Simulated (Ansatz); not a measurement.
F2H3InOSi, SMILES `[F][In]([F])[O][SiH3]`, 8 atoms. Charge 0, multiplicity 1. Correlated methods include outer-core shells of In, which these sets cover unevenly. In: def2 effective core potential. All runs use 4 threads of an Arm Neoverse V2 on a shared host. Correlated methods freeze the cores.

Q: How many basis functions does each run have, and how long does it take in Ansatz? RKS HSE06 (plane-wave form)-D4/def2-TZVPP energy; RKS PBE0-D4/def2-TZVP relaxation (13 steps); RKS ωB97X-V/def2-TZVPP energy; RHF-MP2/def2-QZVPP energy; direct RPA on PBE orbitals/def2-TZVPP energy; RKS PBE0-D4/def2-TZVP frequencies; RKS ωB97M-V/def2-QZVPP energy; RHF-CCSD(T)/def2-TZVPP energy; RKS revPBE-D4/def2-TZVPP energy; RHF-CCSD(T)/def2-SVP energy; RKS ωB97M-V/def2-SVP energy; RKS PBE-D4/def2-TZVPP energy and forces. (Best estimate.)

A: Computed: Other jobs shared the machine, so times are rough.

```csv
level,job,functions,wall time,peak host memory (GiB)
RKS revPBE-D4/def2-TZVPP,energy,227,1.6 s,0.28
RKS PBE-D4/def2-TZVPP,energy and forces,227,1.9 s,0.28
RKS HSE06 (plane-wave form)-D4/def2-TZVPP,energy,227,2.8 s,0.61
RKS ωB97M-V/def2-SVP,energy,101,4.6 s,0.44
direct RPA on PBE orbitals/def2-TZVPP,energy,227,5.5 s,0.57
RHF-CCSD(T)/def2-SVP,energy,101,6 s,0.47
RKS ωB97X-V/def2-TZVPP,energy,227,6.5 s,0.71
RHF-MP2/def2-QZVPP,energy,413,14 s,1.9
RKS ωB97M-V/def2-QZVPP,energy,413,16 s,1.7
RKS PBE0-D4/def2-TZVP,relaxation (13 steps),198,42 s,0.53
RKS PBE0-D4/def2-TZVP,frequencies,198,100 s,0.52
RHF-CCSD(T)/def2-TZVPP,energy,227,3 min,4.3
```
